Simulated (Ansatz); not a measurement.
Start from `[SiH3]C[BH][AlH][SiH3]` and change one atom or group to get `CCBC[SiH3]`.

Ansatz, PBE0-D4/def2-TZVP geometries, multiplicity 1. Each molecule was computed in one conformer, which needn't be the lowest.

```tsv
property	`[SiH3]C[BH][AlH][SiH3]`
HOMO energy (PBE/def2-TZVPP) / eV	-5.81
HOMO energy (ωB97M-V/def2-TZVPP) / eV	-8.87
zero-point energy (PBE0-D4/def2-TZVP) / kJ/mol	249.9
LUMO energy (PBE0/def2-TZVPP) / eV	-1.90
HOMO energy (PBE0/def2-TZVPP) / eV	-6.87
LUMO energy (PBE/def2-TZVPP) / eV	-2.68
```

(1) Give the same properties after the change, and the shifts. (An estimate is asked.)

Answers

(1) The calculation gave: 
```
                                      property  `CCBC[SiH3]`  shift
             HOMO energy (PBE/def2-TZVPP) / eV         -7.06  -1.25
         HOMO energy (ωB97M-V/def2-TZVPP) / eV        -10.73  -1.86
zero-point energy (PBE0-D4/def2-TZVP) / kJ/mol         340.1   90.2
            LUMO energy (PBE0/def2-TZVPP) / eV         -0.89   1.01
            HOMO energy (PBE0/def2-TZVPP) / eV         -8.42  -1.55
             LUMO energy (PBE/def2-TZVPP) / eV         -1.86   0.82
```

With PBE0 the HOMO falls by 1.55 eV and the LUMO rises by 1.01 eV, so the gap widens by about 2.56 eV. PBE moves the HOMO by -1.25 eV and ωB97M-V by -1.86 eV. The zero-point energy changes by 90.2 kJ/mol with +3 modes.

Positive LUMOs are unbound, so they and the gaps depend on the basis.
